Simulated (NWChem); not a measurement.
System: CH$_{4}$O$_{3}$Si; SMILES O=C[SiH](O)O

The following NWChem deck was run.

```
start job
memory heap 200 mb stack 900 mb global 1100 mb
geometry units angstroms noautosym nocenter noautoz
  O      0.347561    -1.909183    -0.644703
  C     -0.522095    -1.247628    -0.120235
  Si    -0.024829     0.527314     0.434472
  O     -0.952404     1.529234    -0.503228
  O      1.591578     0.545372     0.101303
  H     -1.553409    -1.676876    -0.008311
  H     -0.232157     0.829542     1.875869
  H     -0.897139     2.477261    -0.351112
  H      1.827917    -0.230970    -0.430159
end
basis spherical
  * library 6-31g*
end
dft
  xc b3lyp
  iterations 150
end
property
  shielding
end
task dft property
```

Parts of the log:

```
             Northwest Computational Chemistry Package (NWChem) 7.3.0
             --------------------------------------------------------

                             Geometry "geometry" -> ""
                             -------------------------

 Output coordinates in angstroms (scale by  1.889725989 to convert to a.u.)

  No.       Tag          Charge          X              Y              Z
 ---- ---------------- ---------- -------------- -------------- --------------
    1 O                    8.0000     0.34756100    -1.90918300    -0.64470300
    2 C                    6.0000    -0.52209500    -1.24762800    -0.12023500
    3 Si                  14.0000    -0.02482900     0.52731400     0.43447200
    4 O                    8.0000    -0.95240400     1.52923400    -0.50322800
    5 O                    8.0000     1.59157800     0.54537200     0.10130300
    6 H                    1.0000    -1.55340900    -1.67687600    -0.00831100
    7 H                    1.0000    -0.23215700     0.82954200     1.87586900
    8 H                    1.0000    -0.89713900     2.47726100    -0.35111200
    9 H                    1.0000     1.82791700    -0.23097000    -0.43015900

 Effective nuclear repulsion energy (a.u.)     233.4246533082

                              NWChem Property Module
                              ----------------------

  itol2e modified to match energy
  convergence criterion.

                                 NWChem DFT Module
                                 -----------------

 Summary of "ao basis" -> "ao basis" (spherical)
 ------------------------------------------------------------------------------
       Tag                 Description            Shells   Functions and Types
 ---------------- ------------------------------  ------  ---------------------
 O                           6-31g*                  6       14   3s2p1d
 C                           6-31g*                  6       14   3s2p1d
 Si                          6-31g*                  8       18   4s3p1d
 H                           6-31g*                  2        2   2s

  itol2e modified to match energy
  convergence criterion.

            General Information
            -------------------
          SCF calculation type: DFT
          Wavefunction type:  closed shell.
          No. of atoms     :     9
          No. of electrons :    48
           Alpha electrons :    24
            Beta electrons :    24
          Charge           :     0
          Spin multiplicity:     1
          Use of symmetry is: off; symmetry adaption is: off
          Maximum number of iterations: 150
          AO basis - number of functions:    82
                     number of shells:    40
          Convergence on energy requested:  1.00D-07
          Convergence on density requested:  1.00D-05
          Convergence on gradient requested:  5.00D-04

              XC Information
              --------------
                         B3LYP Method XC Potential
                     Hartree-Fock (Exact) Exchange  0.200
                        Slater Exchange Functional  0.800 local
                    Becke 1988 Exchange Functional  0.720 non-local
              Lee-Yang-Parr Correlation Functional  0.810
                  VWN I RPA Correlation Functional  0.190 local

             Grid Information
             ----------------
          Grid used for XC integration:  fine
          Radial quadrature: Mura-Knowles
          Angular quadrature: Lebedev.
          Tag              B.-S. Rad. Rad. Pts. Rad. Cut. Ang. Pts.
          ---              ---------- --------- --------- ---------
          O                   0.60       70          11.0       590
          C                   0.70       70          10.0       590
          Si                  1.10      123           8.0       770
          H                   0.35       60          11.0       590
          Grid pruning is: on
          Number of quadrature shells:   643
          Spatial weights used:  Erf1

      Superposition of Atomic Density Guess
      -------------------------------------

 Sum of atomic energies:        -552.73354852

      Non-variational initial energy
      ------------------------------

 Total energy =    -554.423184
 1-e energy   =   -1226.460082
 2-e energy   =     438.612245
 HOMO         =      -0.270999
 LUMO         =      -0.057807

   convergence    iter        energy       DeltaE   RMS-Dens  Diis-err
 ---------------- ----- ----------------- --------- --------- ---------
 d= 0,ls=0.0,diis     1   -555.5638379723 -7.89D+02  2.22D-02  1.38D+00
 d= 0,ls=0.0,diis     2   -555.2079527691  3.56D-01  1.43D-02  5.12D+00
 d= 0,ls=0.0,diis     3   -555.7130079132 -5.05D-01  3.08D-03  1.04D-01
 d= 0,ls=0.0,diis     4   -555.7179714003 -4.96D-03  1.48D-03  5.31D-02
 d= 0,ls=0.0,diis     5   -555.7229573771 -4.99D-03  1.80D-04  5.20D-04
  Resetting Diis
 d= 0,ls=0.0,diis     6   -555.7230052918 -4.79D-05  5.82D-05  4.13D-05
 d= 0,ls=0.0,diis     7   -555.7230103446 -5.05D-06  2.70D-05  2.15D-06
 d= 0,ls=0.0,diis     8   -555.7230098892  4.55D-07  1.64D-05  6.97D-06
 d= 0,ls=0.0,diis     9   -555.7230105522 -6.63D-07  2.31D-06  1.28D-07
 d= 0,ls=0.0,diis    10   -555.7230105643 -1.20D-08  8.42D-07  1.04D-08

         Total DFT energy =     -555.723010564253
      One electron energy =    -1230.250102242041
           Coulomb energy =      494.831163392198
    Exchange-Corr. energy =      -53.728725022611
 Nuclear repulsion energy =      233.424653308201

 Numeric. integr. density =       47.999999810298

                       DFT Final Molecular Orbital Analysis
                       ------------------------------------

 Vector   22  Occ=2.000000D+00  E=-3.312189D-01
              MO Center= -5.4D-01,  1.3D+00, -2.3D-02, r^2= 2.2D+00
   Bfn.  Coefficient  Atom+Function         Bfn.  Coefficient  Atom+Function
  ----- ------------  ---------------      ----- ------------  ---------------
    51      0.473422  4 O  pz                55      0.351524  4 O  pz
    78     -0.261973  7 H  s                 49     -0.260649  4 O  px
    53     -0.200494  4 O  px                63     -0.166422  5 O  px
    77     -0.164533  7 H  s                 37     -0.128790  3 Si pz
    67     -0.117846  5 O  px                41      0.086940  3 Si pz

 Vector   23  Occ=2.000000D+00  E=-3.190274D-01
              MO Center=  9.3D-01,  7.1D-01,  7.6D-02, r^2= 2.2D+00
   Bfn.  Coefficient  Atom+Function         Bfn.  Coefficient  Atom+Function
  ----- ------------  ---------------      ----- ------------  ---------------
    65      0.466311  5 O  pz                69      0.347063  5 O  pz
    49      0.293062  4 O  px                64     -0.263729  5 O  py
    53      0.212267  4 O  px                68     -0.205206  5 O  py
    78     -0.141826  7 H  s                 63      0.126819  5 O  px
    67      0.093065  5 O  px                39      0.086536  3 Si px

 Vector   24  Occ=2.000000D+00  E=-2.537367D-01
              MO Center= -1.1D-01, -1.3D+00, -2.6D-01, r^2= 2.3D+00
   Bfn.  Coefficient  Atom+Function         Bfn.  Coefficient  Atom+Function
  ----- ------------  ---------------      ----- ------------  ---------------
     4      0.412736  1 O  py                 8      0.308273  1 O  py
     3      0.304171  1 O  px                76      0.290994  6 H  s
    36      0.251367  3 Si py                 7      0.231665  1 O  px
    18     -0.206045  2 C  py                75      0.189293  6 H  s
    34     -0.167801  3 Si s                 20     -0.162567  2 C  s

[...]

          -----------------------------------------
          Chemical Shielding Tensors (GIAO, in ppm)
          -----------------------------------------

                                NWChem CPHF Module
                                ------------------

  scftype          =     RHF
  nclosed          =       24
  nopen            =        0
  variables        =     1392
  # of vectors     =        3
  tolerance        = 0.10D-03
  level shift      = 0.00D+00
  max iterations   =       50
  max subspace     =       30

 SCF residual:    5.9064061945844168E-005

Iterative solution of linear equations
  No. of variables     1392
  No. of equations        3
  Maximum subspace       30
        Iterations       50
       Convergence  1.0D-04

   iter   nsub   residual    time
   ----  ------  --------  ---------
     1      3    8.86D-01      44.9
     2      6    1.29D-01      48.7
     3      9    4.97D-03      52.4
     4     12    3.63D-04      56.1
     5     15    1.35D-05      60.5

      Atom:    1  O
        Diamagnetic
    401.1818    -12.3475     -8.6881
    -12.3475    395.3776      6.2422
     -8.6881      6.2422    393.6391

        Paramagnetic
  -1358.1329    243.9572    483.7149
    243.9572   -922.7418   -463.8844
    483.7149   -463.8844   -284.1112

        Total Shielding Tensor
   -956.9511    231.6097    475.0268
    231.6097   -527.3642   -457.6422
    475.0268   -457.6422    109.5280

           isotropic =    -458.2624
          anisotropy =   -1313.6899

          Principal Components and Axis System
                 1           2           3
            -1334.0557   -469.1366    428.4050

      1         0.7915      0.5596      0.2455
      2        -0.4573      0.8089     -0.3696
      3        -0.4054      0.1803      0.8962

      Atom:    2  C
        Diamagnetic
    256.2514      0.9523     -4.5653
      0.9523    261.7180      8.6129
     -4.5653      8.6129    243.3409

        Paramagnetic
   -388.7029     -8.4573     69.6600
     -8.4573   -295.9183    -65.9177
     69.6600    -65.9177   -178.6463

        Total Shielding Tensor
   -132.4515     -7.5051     65.0948
     -7.5051    -34.2003    -57.3048
     65.0948    -57.3048     64.6946

           isotropic =     -33.9857
          anisotropy =    -178.2657

          Principal Components and Axis System
                 1           2           3
             -152.8296    107.2975    -56.4252

      1         0.9477      0.2538      0.1937
      2        -0.0883     -0.3746      0.9230
      3        -0.3068      0.8918      0.3326

      Atom:    3  Si
        Diamagnetic
    883.9562     -0.8490      0.9433
     -0.8490    884.1437     -0.1648
      0.9433     -0.1648    878.4524

        Paramagnetic
   -388.1543    -14.2736    -20.2802
    -14.2736   -463.2888    -16.9495
    -20.2802    -16.9495   -434.9235

        Total Shielding Tensor
    495.8019    -15.1226    -19.3369
    -15.1226    420.8549    -17.1143
    -19.3369    -17.1143    443.5289

           isotropic =     453.3952
          anisotropy =      74.7789

          Principal Components and Axis System
                 1           2           3
              503.2478    451.0260    405.9119

      1         0.9541      0.1683      0.2476
      2        -0.1180     -0.5488      0.8276
      3        -0.2751      0.8188      0.5038

      Atom:    4  O
        Diamagnetic
    385.4727     -8.7634      9.0571
     -8.7634    405.1225     -8.0930
      9.0571     -8.0930    385.2670

        Paramagnetic
    -87.2212      5.8865    -12.7119
      5.8865   -167.0444    -24.1597
    -12.7119    -24.1597   -106.0056

        Total Shielding Tensor
    298.2515     -2.8769     -3.6548
     -2.8769    238.0781    -32.2527
     -3.6548    -32.2527    279.2614

           isotropic =     271.8637
          anisotropy =      41.7378

          Principal Components and Axis System
                 1           2           3
              299.6889    295.7326    220.1695

      1         0.8330      0.5505      0.0548
      2         0.2256     -0.4283      0.8750
      3        -0.5052      0.7166      0.4810

      Atom:    5  O
        Diamagnetic
    406.1800     -3.0317     -8.3399
     -3.0317    388.2814      7.2122
     -8.3399      7.2122    382.9533

        Paramagnetic
   -111.5683    -15.8877      8.9632
    -15.8877   -119.8277    -54.8635
      8.9632    -54.8635    -90.4596

        Total Shielding Tensor
    294.6117    -18.9194      0.6233
    -18.9194    268.4538    -47.6513
      0.6233    -47.6513    292.4937

           isotropic =     285.1864
          anisotropy =      72.6147

          Principal Components and Axis System
                 1           2           3
              333.5961    293.8822    228.0808

      1         0.3116      0.9249      0.2180
      2        -0.6183      0.0232      0.7856
      3         0.7215     -0.3796      0.5791

      Atom:    6  H
        Diamagnetic
     37.5088      7.1826     -2.1826
      7.1826     26.9438      0.4727
     -2.1826      0.4727     20.5961

        Paramagnetic
    -20.6231     -4.8450      4.1763
     -4.8450     -3.2957     -0.8487
      4.1763     -0.8487      0.5925

        Total Shielding Tensor
     16.8857      2.3375      1.9936
      2.3375     23.6481     -0.3761
      1.9936     -0.3761     21.1885

           isotropic =      20.5741
          anisotropy =       5.7354

          Principal Components and Axis System
                 1           2           3
               24.3978     21.8764     15.4482

      1         0.3168      0.2897      0.9032
      2         0.9446     -0.1828     -0.2727
      3         0.0861      0.9395     -0.3315

      Atom:    7  H
        Diamagnetic
     24.2742     -0.5155     -1.9977
     -0.5155     25.2355      3.4090
     -1.9977      3.4090     38.9352

        Paramagnetic
      1.7906     -0.4973      0.6279
     -0.4973     -2.1428     -3.0636
      0.6279     -3.0636     -6.5879

        Total Shielding Tensor
     26.0649     -1.0129     -1.3698
     -1.0129     23.0926      0.3453
     -1.3698      0.3453     32.3473

           isotropic =      27.1683
          anisotropy =       8.2442

          Principal Components and Axis System
                 1           2           3
               32.6644     26.0607     22.7797

      1        -0.2113      0.9310      0.2977
      2         0.0576     -0.2922      0.9546
      3         0.9757      0.2189      0.0082

      Atom:    8  H
        Diamagnetic
     18.8647     -2.1205      1.5474
     -2.1205     47.0207      0.7151
      1.5474      0.7151     18.6041

        Paramagnetic
      6.6159      0.0885     -0.9039
      0.0885     -6.6873     -1.1601
     -0.9039     -1.1601      5.3380

        Total Shielding Tensor
     25.4805     -2.0320      0.6434
     -2.0320     40.3335     -0.4451
      0.6434     -0.4451     23.9422

           isotropic =      29.9187
          anisotropy =      16.0566

          Principal Components and Axis System
                 1           2           3
               40.6231     25.4298     23.7033

      1        -0.1343      0.9235     -0.3595
      2         0.9904      0.1366     -0.0190
      3        -0.0316      0.3586      0.9330

      Atom:    9  H
        Diamagnetic
     26.3754     -4.8203     -6.0736
     -4.8203     33.3300     11.7159
     -6.0736     11.7159     22.8050

        Paramagnetic
      1.1593     -0.2026      1.2679
     -0.2026     -0.1646     -3.8060
      1.2679     -3.8060      2.3301

        Total Shielding Tensor
     27.5347     -5.0228     -4.8057
     -5.0228     33.1654      7.9099
     -4.8057      7.9099     25.1350

           isotropic =      28.6117
          anisotropy =      19.1528

          Principal Components and Axis System
                 1           2           3
               41.3802     24.5952     19.8597

      1        -0.4430      0.8538      0.2735
      2         0.7475      0.5202     -0.4131
      3         0.4950     -0.0214      0.8686
```

Level: B3LYP/6-31G* (spherical d), GIAO. Structure relaxed at the PBE0/def2-SVP level. The printed shielding anisotropy is the first printed principal value minus the mean of the other two.
